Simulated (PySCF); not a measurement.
From computed data to an observable: oscillator strength and radiative lifetime

Se(F)(OMe) (CH3FOSe), SMILES [Se](OC)F.

Coordinates come from a PBE0-D3(BJ)/def2-SVP optimisation. Other conformers were not sampled.

TDDFT-ωB97X/def2-SVPD (PySCF) puts the first singlet state with f over 0.02 at 6.75 eV (vertical), with the transition dipole (-0.248, 0.071, 0.291) in atomic units.

Task: Find the oscillator strength, the wavelength and the radiative lifetime that this transition would have in vacuum if emission retraced absorption.

Result: 
|μ|² = 0.1512 au, so |μ| = 0.99 D. ΔE = 6.75/27.211 = 0.2481 hartree. f = (2/3) ΔE |μ|² = 0.025 (the program prints 0.025).
λ = 1239.84/6.75 = 184 nm; ν = 54442 cm⁻¹.
Einstein's coefficient A = 0.6670 ν² f s⁻¹ (ν in cm⁻¹) = 4.9e7 s⁻¹, so τ = 1/A = 20 ns. This state is S3; the lower singlets have f = 0.000, 0.002. The figure is the radiative limit of this one transition; relaxation, internal conversion, crossing to triplets and a medium change what is measured.
